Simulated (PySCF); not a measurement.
## OsC: one state, many levels of theory

State: triplet, unpaired electrons σ ↑, δ ↑, a mixture of terms (⟨Lz²⟩ = 5.4). Set-up: PySCF, spin-free X2C with a Gaussian nucleus, basis sets Os x2c-TZVPPall, C x2c-TZVPPall. De refers to Os (5d6 6s2) + C in their high-spin ground configurations, without counterpoise correction. The functionals are run spin-unrestricted. A positive dipole means Os(−)C(+).

| Level | Re (Å) | ωe (cm⁻¹) | De (eV) | μ (D) | CPU s a point (SCF and correlation, without the integrals) |
| --- | --- | --- | --- | --- | --- |
| ROHF | 1.618 | 1173 | n/a | -3.32 | 4.9 |
| ROHF-MP2 | 1.664 | 1327 | n/a | n/a | 11 |
| ROHF-SCS-MP2 | 1.665 | 1291 | n/a | n/a | n/a |
| PBE | 1.656 | 1118 | n/a | -2.66 | 4.4 |
| BLYP | 1.666 | 1092 | n/a | -2.66 | 5.3 |
| r²SCAN | 1.637 | 1152 | n/a | -2.75 | 6.6 |
| PBE0 | 1.641 | 1151 | n/a | -2.87 | 11 |
| r²SCAN0 | 1.631 | 1163 | n/a | -2.91 | 12 |
| B97-3 | 1.640 | 1156 | n/a | -2.97 | 7.9 |
| M06-2X | 1.630 | 1209 | n/a | -3.01 | 12 |
| ωB97X-V | 1.629 | 1194 | n/a | -3.06 | 30 |

The bond length runs from 1.618 Å (ROHF) to 1.666 Å (BLYP).

Correlated steps freeze 24 core orbitals. De is left out where the level can put another filling of the metal’s s and d shells below the measured ground configuration, by anything from nothing to about 1 eV. Spin–orbit coupling is left out, which matters for elements this heavy, above all for dissociation energies. UHF is strongly spin-contaminated for OsC, so the ROHF reference used there is far from stable. The state is the lowest single determinant that the PBE0 search found; with open d or f shells the true ground state can be another one.

The whole job (state search and all levels along the bond) took about 22 min on 2 threads of Arm Neoverse V1 (shared host), peak memory 8.1 GiB.
